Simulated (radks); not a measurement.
Results of a calculation; reference values are marked as such.
Polarisability of neutral sulfur, [Ne] 3s2 3p4, at imaginary frequency. Code: a radial shooting solver on a logarithmic mesh with Libxc functionals. Model: non-relativistic Kohn-Sham, PBE, spin-polarised, spherical densities, point nucleus; open shells are filled with parallel spins first. Response by self-consistent Sternheimer equations with the Hartree and adiabatic LDA kernel.

| w (hartree) | alpha1(iw) (bohr^3) |
|---|---|
| 0.00266 | 21.22 |
| 0.0143 | 21.19 |
| 0.0360 | 21.03 |
| 0.0697 | 20.52 |
| 0.118 | 19.38 |
| 0.186 | 17.34 |
| 0.280 | 14.41 |
| 0.413 | 10.92 |
| 0.605 | 7.445 |
| 0.892 | 4.518 |
| 1.35 | 2.425 |
| 2.12 | 1.146 |
| 3.59 | 0.4732 |
| 6.94 | 0.1632 |
| 17.5 | 0.03614 |

Static values: alpha1 = 21.22 bohr^3 (3.144 angstrom^3; uncoupled 31.74). C6 = 145.4, triple-dipole C9 = 2228 atomic units. One-pole (London) frequency 4 C6 / (3 alpha1^2) = 0.431 hartree, against 0.220 for minus the highest occupied eigenvalue. Recommended static value: 19.4 bohr^3 (Schwerdtfeger and Nagle, 2023 table).
